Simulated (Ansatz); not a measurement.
Consider the redistribution: `[CH3][GeH]([F])[F]` + `N#[C][GaH][Cl]` → `N#[C][GeH]([F])[F]` + `[CH3][GaH][Cl]`.

Gas-phase electronic energies from Ansatz, PBE0-D4/def2-TZVP geometries. CCSD(T)/CBS adds triple-zeta CCSD(T) − MP2 to the extrapolated MP2 energy (def2 sets, frozen cores). DFT in def2-TZVPP. B3LYP here is the variant with VWN-RPA as its local correlation; programs differ in this. For Ga, Ge outer-core shells are correlated without core-valence functions, which leaves a few kJ/mol of doubt a bond. Scalar relativity is left out up to krypton.

| level | ΔE (kcal/mol) |
| --- | --- |
| B97M-V | 10.1 |
| B3LYP-D4 | 10.4 |

Task: What does CCSD(T)/CBS give? (An estimate is asked.)

Result: The calculation gave: +10.7 kcal/mol. The listed levels differ from it by -0.6, -0.3 kcal/mol.

Largest T1 diagnostic among the species: 0.013.

In def2-TZVPP, CCSD(T) changes the Hartree–Fock value by −1.5 kcal/mol (the triples alone add −0.2 kcal/mol) and MP2 by −1.6 kcal/mol. Leaving LDA and LC-ωPBE aside and taking each functional with its dispersion term where it has one, the values, not all of them listed here, spread over 1.5 kcal/mol, from revPBE-D4 to BHLYP-D4. From BLYP to BHLYP (50 % exact exchange), in def2-TZVPP and without D4, ΔE moves by +1.3 kcal/mol.
